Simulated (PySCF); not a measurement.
Compound: C6H14P2.
Atom-mapped SMILES: `[CH2:1]=[P@@:2]([PH2:3])([CH2:4][CH3:5])[CH:6]1[CH2:7][CH2:8]1`

Definitions: NICS(0) = −σiso at the ring centroid; NICS(1) = −σiso and NICS(1)zz = −σzz at ±1 Å along the ring normal z. Level: GIAO PBE0/pcSseg-1 (PySCF, non-relativistic, gas phase) on the GFN2-xTB geometry, one conformer.

Ring bond lengths (Å), with Mayer bond orders in brackets: C6–C7 1.499 (0.95), C7–C8 1.491 (0.98), C8–C6 1.500 (0.94).

**Question.** Give the NICS values of each ring in ppm.

**Answer.** 
| ring | type | NICS(0) | NICS(1), two faces | NICS(1)zz, two faces | rms pucker (Å) | centre to ring atoms, mean (Å) |
| --- | --- | --- | --- | --- | --- | --- |
| C6–C7–C8 | 3-membered carbocycle; formal bonds all single | -45.7 | -10.6 / -9.0 | -23.3 / -24.6 | 0.00 | 0.86 |

**Question.** What do they say, and how far can they be read as aromaticity?

**Answer.** 
- C6–C7–C8: mean NICS(1)zz -23.9 ppm, shielded. C6, C7, C8 have four or more neighbours; no verdict on aromaticity is drawn. NICS(0) lies 36 ppm below the mean NICS(1).

**Question.** What is the mean of the two in-plane components of NICS at the second NICS(1) probe listed for ring C6–C7–C8, 1 Å off the ring?

**Answer.** The isotropic value is a third of the trace: (3 × -9.0 − (-24.6))/2 = -1.2 ppm.

**Question.** List the ring angles and the Hirshfeld charges of the ring atoms.

**Answer.** 
- C6–C7–C8: C6 59.6° (-0.096 e), C7 60.2° (-0.092 e), C8 60.2° (-0.088 e); sum 180.0° against 180° for a flat convex ring.

**Question.** How shielded are the nuclei of the rings and their hydrogens (means over atoms taken as equivalent)?

**Answer.** 
```csv
atoms,environment,σ isotropic (ppm),"principal values of the symmetric part, first atom (ppm)"
C6,sp3 carbon bound to phosphorus,173.3,"138.8, 165.0, 216.1"
C7,three-membered-ring carbon,182.4,"154.9, 181.2, 211.1"
C8,three-membered-ring carbon,185.7,"160.8, 183.3, 212.9"
H on C6,methine hydrogen,30.67,"23.7, 29.4, 38.9"
H on C7,methylene hydrogen,31.12,"24.8, 29.7, 38.8"
H on C7,methylene hydrogen,31.08,"25.2, 26.0, 42.1"
H on C8,methylene hydrogen,31.19,"25.6, 25.8, 42.2"
H on C8,methylene hydrogen,31.60,"25.9, 29.8, 39.1"
```

Shape of the structure used: `[CH2:1]=[P@@:2]([PH2:3])([CH2:4][CH3:5])[CH:6]1[CH2:7][CH2:8]1`: C1–P2–C4–C5 -175°, C1–P2–C6–C7 13°, H–P3–P2–C1 -68°, H–P3–P2–C1 25°.
